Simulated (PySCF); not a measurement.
# From computed data to an observable: oscillator strength and radiative lifetime

Si(H)(Me)(OH)(NH2) (CH7NOSi), SMILES O[SiH](N)C.

The structure is a stationary point at PBE-D3(BJ)/def2-SVP. The structure was generated by enumeration, and PubChem lists no compound with its InChIKey, so it may never have been made. One conformer was computed; it need not be the lowest.

TDA-B3LYP/def2-SVPD run with PySCF 2.14.0 puts the first singlet state with f over 0.02 at 6.38 eV (vertical), with the transition dipole (0.036, 0.259, 0.489) in atomic units.

### Question
Find the oscillator strength, the wavelength and the radiative lifetime that this transition would have in vacuum if emission retraced absorption.

### Answer

|μ|² = 0.3075 au, so |μ| = 1.41 D. ΔE = 6.38/27.211 = 0.2345 hartree. f = (2/3) ΔE |μ|² = 0.048 (the program prints 0.048).
λ = 1239.84/6.38 = 194 nm; ν = 51458 cm⁻¹.
Einstein's coefficient A = 0.6670 ν² f s⁻¹ (ν in cm⁻¹) = 8.5e7 s⁻¹, so τ = 1/A = 12 ns. This state is S1. The figure is the radiative limit of this one transition; relaxation, internal conversion, crossing to triplets and a medium change what is measured.
